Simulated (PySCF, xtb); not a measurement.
Ga(F) cation (FGa), SMILES [Ga][F] (connectivity only; charge and spin as stated), charge +1, multiplicity 2.

Harmonic wavenumbers (cm⁻¹) from GFN2-xTB run with xtb at its own minimum, in rising order: 311.

What does PBE0-D3(BJ)/def2-TZVPD (PySCF 2.14.0) give at its own minimum? (Estimate from the structure and the level; the computed values follow.)

717. Paired by order, the mean absolute difference is 405 cm⁻¹ and the zero-point energies are 0.4 and 1.0 kcal/mol.
